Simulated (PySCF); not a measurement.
Correlation energy of Mo⁻ (molybdenum, charge -1)

[Kr] 4d5 5s2, high-spin 6S determinant. Calculation: PySCF 2.14, in def2-QZVPPD with the def2 core potential (28 electrons); scalar relativity through the core potential. Frozen: 4s2 4p6; 7 electrons correlated.

```
  level  correlation energy (mhartree)
   CCSD                        -127.37
    (T)                          -7.27
CCSD(T)                        -134.64
```

Diagnostics: T1 = 0.065, D1 = 0.2361, largest double amplitude 0.071.

T1 exceeds 0.03, a sign that the reference determinant is poor.

Cost of the coupled-cluster step: roughly 30 core-seconds, for 7 correlated electrons.

Iterations:

```
CC2 = 0
CCSD nocc = (np.int64(6), np.int64(1)), nmo = (77, 77)
frozen orbitals [[0, 1, 2, 3], [0, 1, 2, 3]]
max_cycle = 100
direct = 0
conv_tol = 1e-08
conv_tol_normt = 1e-06
diis_space = 8
diis_start_cycle = 0
Init t2, MP2 energy = -0.110769147322609
Init E_corr(UCCSD) = -0.110769147349307
cycle = 1  E_corr(UCCSD) = -0.118218401430371  dE = -0.00744925408  norm(t1,t2) = 0.113708
cycle = 2  E_corr(UCCSD) = -0.122475095500419  dE = -0.00425669407  norm(t1,t2) = 0.0564918
cycle = 3  E_corr(UCCSD) = -0.126920784908778  dE = -0.00444568941  norm(t1,t2) = 0.038675
cycle = 4  E_corr(UCCSD) = -0.127197809162362  dE = -0.000277024254  norm(t1,t2) = 0.00760935
cycle = 5  E_corr(UCCSD) = -0.127284007732388  dE = -8.619857e-05  norm(t1,t2) = 0.0050756
cycle = 6  E_corr(UCCSD) = -0.12740614864375  dE = -0.000122140911  norm(t1,t2) = 0.00197241
cycle = 7  E_corr(UCCSD) = -0.127299237713603  dE = 0.00010691093  norm(t1,t2) = 0.00121217
cycle = 8  E_corr(UCCSD) = -0.127382846528997  dE = -8.36088154e-05  norm(t1,t2) = 0.000639781
cycle = 9  E_corr(UCCSD) = -0.127370375301399  dE = 1.24712276e-05  norm(t1,t2) = 0.000177718
cycle = 10  E_corr(UCCSD) = -0.127370912347315  dE = -5.37045917e-07  norm(t1,t2) = 2.80182e-05
cycle = 11  E_corr(UCCSD) = -0.12737080579829  dE = 1.06549025e-07  norm(t1,t2) = 6.93365e-06
cycle = 12  E_corr(UCCSD) = -0.127370814484218  dE = -8.68592764e-09  norm(t1,t2) = 2.01946e-06
cycle = 13  E_corr(UCCSD) = -0.127370804141148  dE = 1.03430697e-08  norm(t1,t2) = 6.7066e-07
cycle = 14  E_corr(UCCSD) = -0.12737080480587  dE = -6.64721472e-10  norm(t1,t2) = 1.6174e-07
UCCSD converged
E(UCCSD) = -67.67475946138596  E_corr = -0.1273708048058696
UCCSD(T) correction = -0.00727131329422362
```
